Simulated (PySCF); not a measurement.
CsB from Hartree–Fock to correlated methods

State: ³Π (triplet), unpaired electrons σ ↑, π ↑. Set-up: PySCF, scalar-relativistic core potentials, basis sets Cs def2-TZVPP with ECP46, B def2-TZVPP. De refers to Cs + B in their high-spin ground configurations, without counterpoise correction. The functionals are run spin-unrestricted. A positive dipole means Cs(−)B(+).

| Level | Re (Å) | ωe (cm⁻¹) | De (eV) | μ (D) |
| --- | --- | --- | --- | --- |
| UHF | 3.189 | 241 | 0.383 | -11.37 |
| UHF-MP2 | 3.078 | 249 | 0.74 | n/a |
| UHF-SCS-MP2 | 3.092 | 248 | 0.63 | n/a |
| UHF-CCSD | 3.107 | 239 | 0.68 | n/a |
| UHF-CCSD(T) | 3.102 | 237 | 0.73 | n/a |
| PBE | 3.107 | 223 | 1.17 | -7.19 |
| PW91 | 3.099 | 227 | 1.20 | -7.27 |
| BP86 | 3.114 | 221 | 1.10 | -7.24 |
| r²SCAN | 3.102 | 235 | 1.22 | -8.36 |
| M06-L | 3.109 | 245 | 1.36 | -9.21 |
| PBE0 | 3.081 | 238 | 1.06 | -8.55 |
| MN15 | 3.143 | 217 | 0.95 | -8.45 |
| CAM-B3LYP | 3.101 | 241 | 0.86 | -9.57 |

The bond length runs from 3.078 Å (UHF-MP2) to 3.189 Å (UHF). De spans 0.38 eV (UHF, mean field) to 1.36 eV (M06-L, meta-GGA). Correlation at CCSD(T) changes the Hartree–Fock bond energy by +0.35 eV; the triples alone change it by +0.05 eV.

Correlated steps freeze 1 core orbital. Spin–orbit coupling is left out, which matters for elements this heavy, above all for dissociation energies. The state is the lowest determinant that a PBE0 search found; another state may lie lower at other levels.

The whole job (state search and all levels along the bond) took about 6.6 min on 1 thread of Intel Xeon Platinum 8488C (shared host), peak memory 1.5 GiB.
